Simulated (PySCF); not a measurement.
Cost of one run: shielding job, `C[SiH2]C[B@H-]([NH3+])CCC#N`.

Method: GIAO PBE0/pcSseg-1 NMR shielding, non-relativistic, gas phase (PySCF 2.14.0, density-fitted response routines). Geometry: GFN2-xTB. Work: shieldings, charges and field gradients, density and orbital grids written, density fitting. The command runs a driver script over a list of jobs; the input below is this job's line of settings and its coordinates in Å.

Command:
```bash
OMP_NUM_THREADS=1 python probes_run.py task.json out
```

Input:
```
{"job": {"kind": "nmr", "xc": "PBE0", "basis": "pcSseg-1"}, "charge": 0, "multiplicity": 1}
C      3.202387     0.581684     0.603906
Si     2.430624    -0.498543    -0.750566
C      0.599667    -0.079387    -0.998723
B     -0.397346    -0.280766     0.276801
N     -0.332299    -1.885907     0.634170
C     -1.967058    -0.005887    -0.089524
C     -2.254261     1.489131    -0.301981
C     -3.645643     1.709549    -0.580310
N     -4.761843     1.840097    -0.799760
H      4.230922     0.297141     0.805471
H      3.202251     1.628015     0.313563
H      2.648046     0.505480     1.534133
H      3.208015    -0.359713    -1.991177
H      2.574579    -1.922664    -0.326152
H      0.226452    -0.645343    -1.858189
H      0.557586     0.965680    -1.312346
H     -0.052751     0.288276     1.265088
H      0.637245    -2.135367     0.805328
H     -0.675045    -2.403336    -0.169264
H     -0.902972    -2.094191     1.447115
H     -2.625804    -0.359008     0.711881
H     -2.270537    -0.538310    -0.996979
H     -1.977630     2.053124     0.592700
H     -1.666320     1.870007    -1.140697
```

Hardware: one thread of an Intel Xeon 6975P-C, shared host. PySCF's memory limit was set to 1280 MB.

Problem. How large is the basis?

Solution. 235 functions for 78 electrons, with 1226 fitting functions; the fitted three-index integrals, 1226 × 235 × 236/2 numbers of 8 bytes, come to 260 MiB.

Problem. Estimate the wall time.

Solution. About 46 s. The SCF took 14 cycles.

Problem. Estimate the peak memory.

Solution. About 1.1 GiB. Peak memory is the resident size of the whole Python process, interpreter and libraries included.

Problem. At this speed, how long would 5000 such jobs take on 64 cores, one job a core?

Solution. 5000/64 gives 79 rounds of 46 s, about 61 min of wall time and 64 core-hours, if the jobs don't slow each other.

The SCF part of the output:
```
coarse grid: 19568 points
cycle   1  E = -622.6747524413  dE =  7.242e-01  |g| = 6.929e-01  |ddm| = 4.238e+00
cycle   2  E = -622.5474297926  dE =  1.273e-01  |g| = 1.034e+00  |ddm| = 1.694e+00
cycle   3  E = -622.7913234166  dE = -2.439e-01  |g| = 2.492e-01  |ddm| = 1.021e+00
cycle   4  E = -622.8041866819  dE = -1.286e-02  |g| = 6.669e-02  |ddm| = 2.185e-01
cycle   5  E = -622.8052022422  dE = -1.016e-03  |g| = 1.346e-02  |ddm| = 7.356e-02
cycle   6  E = -622.8052475206  dE = -4.528e-05  |g| = 3.135e-03  |ddm| = 1.565e-02
cycle   7  E = -622.8052498491  dE = -2.328e-06  |g| = 1.079e-03  |ddm| = 3.813e-03
final grid: 181744 points
cycle   8  E = -622.8514412058  dE = -5.984e-05  |g| = 9.874e-03  |ddm| = 3.652e-02
cycle   9  E = -622.8514315129  dE =  9.693e-06  |g| = 1.177e-02  |ddm| = 1.975e-02
cycle  10  E = -622.8514656116  dE = -3.410e-05  |g| = 6.891e-04  |ddm| = 1.053e-02
cycle  11  E = -622.8514657112  dE = -9.959e-08  |g| = 2.904e-04  |ddm| = 9.643e-04
cycle  12  E = -622.8514657227  dE = -1.149e-08  |g| = 1.836e-04  |ddm| = 3.123e-04
cycle  13  E = -622.8514657296  dE = -6.979e-09  |g| = 3.876e-05  |ddm| = 1.380e-04
cycle  14  E = -622.8514657300  dE = -3.406e-10  |g| = 8.093e-06  |ddm| = 3.788e-05
converged SCF energy = -622.8514657300
```

On the final grid dE counts from the start density on that grid.

The host was shared with other jobs, so the times are rough.
